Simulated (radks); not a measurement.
Question: Successive ionisation energies (eV) of one element, from differences of total energies of ions in their ground configurations, starting at charge 0: 11.383, 21.459, 32.601, 45.422, 58.354, 87.645, 103.22, 190.95, 226.44, 263.83, 303.04, 344.01, 386.69, 432.69, 478.83, 526.57, 575.86, 716.01, 762.95, 810.61, 858.93, 918.96. Method: Dirac Kohn-Sham, exchange-only PBE, spin-unpolarised, spherical densities, finite nucleus; open shells fill j = l - 1/2 first; Fermi nuclear charge, rms radius 4.1629 fm; computed with a radial shooting solver on a logarithmic mesh with Libxc functionals. Which element is it?

Answer: Bromine (Z = 35). The first species listed is Br in [Ar] 3d10 4s2 4p5, the last Br21+ in [Ne] 3s2 3p2.
